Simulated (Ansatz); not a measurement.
Born–Oppenheimer molecular dynamics of F$_{3}$HHfO (6 atoms, charge 0, multiplicity 1). It starts from a relaxed structure.

The calculation used RKS PBE0/def2-SVP in Ansatz 0.2.0.

```
ensemble             : NVT, Langevin thermostat
time step            : 0.5 fs
steps asked          : 166
set temperature      : 500 K
friction             : 0.05 /fs
temperature schedule : 41 steps to 500 K, then 125 steps to 1000 K
seed                 : 984071
```

First frame:

```xyz
6
Properties=species:S:1:pos:R:3
Hf -0.085 -0.025 -0.048
O -0.350 -0.106 1.838
H -0.487 -0.155 2.782
F 1.787 -0.002 -0.441
F -0.893 1.560 -0.751
F -0.879 -1.554 -0.881
```

Problem. What does the run give?

Solution. The run went to its last step.

```yaml
steps_done: 166
time_covered: 83 fs
mean_temperature_over_the_second_half: 904 K
spread_of_the_potential_energy_over_the_second_half: 16.3 meV per atom
mean_potential_energy_of_the_second_half_above_the_start: 76.8 meV per atom
```

The schedule's set-point averaged 834 K over the second half and the system 904 K. A run of 0.083 ps of so small a system gives no equilibrium averages.

Problem. What happens to the structure?

Solution. The same pairs are bonded in the first frame and the last. Pairs count as bonded within 1.25 times the sum of covalent radii (0.12 Å more for H–H). This is one draw of velocities; another would differ in detail.

Problem. How do temperature and energy run in time?

Solution. 
| time (fs) | T (K) | potential energy less start (eV) |
| --- | --- | --- |
| 0.0 | 417 | 0.000 |
| 4.0 | 249 | 0.015 |
| 8.0 | 340 | 0.041 |
| 12.0 | 296 | 0.052 |
| 16.0 | 703 | 0.042 |
| 20.0 | 600 | 0.078 |
| 24.0 | 724 | 0.134 |
| 28.0 | 896 | 0.197 |
| 32.0 | 810 | 0.250 |
| 36.0 | 833 | 0.321 |
| 40.0 | 332 | 0.349 |
| 44.0 | 511 | 0.373 |
| 48.0 | 530 | 0.428 |
| 52.0 | 916 | 0.360 |
| 56.0 | 1039 | 0.373 |
| 60.0 | 1072 | 0.378 |
| 64.0 | 993 | 0.439 |
| 68.0 | 1143 | 0.511 |
| 72.0 | 1160 | 0.496 |
| 76.0 | 824 | 0.573 |
| 80.0 | 963 | 0.657 |

Time of the run: 5.3 min on 2 threads of Intel(R) Xeon(R) Platinum 8488C (Sapphire Rapids), on a shared host, peak memory 0.2 GiB.
